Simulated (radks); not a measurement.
Trend from Zr2+ to Cd2+: ionisation energy by Delta-SCF between NIST ground configurations, and size. All-electron calculation, scalar-relativistic Kohn-Sham, SCAN, spin-unpolarised, spherical densities, finite nucleus; meta-GGA in the generalised Kohn-Sham scheme; Fermi nuclear charge, rms radius of each element as measured or else 0.836 A^(1/3) + 0.57 fm. Program: a radial shooting solver on a logarithmic mesh with Libxc functionals.

species  configuration  IE (eV)  NIST (eV)       kind  outermost  <r> outermost (bohr)
Zr2+          [Kr] 4d2   22.169     23.170  semi-emp.         4d                  2.00
Nb2+          [Kr] 4d3   24.402     25.040  semi-emp.         4d                  1.85
Mo2+          [Kr] 4d4   26.527       27.1  semi-emp.         4d                  1.72
Tc2+          [Kr] 4d5   28.554     29.550  semi-emp.         4d                  1.61
Ru2+          [Kr] 4d6   30.580     28.470  semi-emp.         4d                  1.52
Rh2+          [Kr] 4d7   32.536     31.060  semi-emp.         4d                  1.44
Pd2+          [Kr] 4d8   34.482     32.930  semi-emp.         4d                  1.37
Ag2+          [Kr] 4d9   36.422       34.8  semi-emp.         4d                  1.30
Cd2+         [Kr] 4d10   38.300      37.47       exp.         4d                  1.25

Reference values: NIST Atomic Spectra Database (exp. = measured, semi-emp. = semi-empirical, theory = theoretical value adopted there). Spin polarisation and multiplet splitting are left out, so open shells lie too high by an amount that depends on their filling.

Beside tabulated values, note that spin-unpolarised runs miss the spin-polarisation part of the exchange energy of open shells.
